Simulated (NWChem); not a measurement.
# CH2BrF; SMILES FCBr

All runs: NWChem. Pople sets run with spherical d functions. Coordinates come from a PBE0/def2-SVP optimisation. Total energies compare along this basis series because the functional is fixed.

| level | basis functions | energy (Ha) | highest occupied level (eV) | orbital gap (eV) | dipole (D) |
|---|---|---|---|---|---|
| B3LYP/STO-3G | 30 | -2683.1955 | -4.78 | 8.91 | 1.47 |
| B3LYP/3-21G | 44 | -2700.1666 | -7.50 | 7.71 | 1.82 |
| B3LYP/6-31G* | 64 | -2713.0062 | -7.86 | 7.60 | 1.83 |
| B3LYP/def2-SVP | 70 | -2712.9009 | -7.77 | 7.68 | 1.71 |
| B3LYP/def2-SVPD | 100 | -2712.9197 | -8.08 | 7.30 | 1.73 |
| B3LYP/def2-TZVP | 122 | -2713.3878 | -8.01 | 7.53 | 1.74 |
| B3LYP/aug-cc-pVTZ | 197 | -2713.4312 | -8.05 | 7.22 | 1.73 |
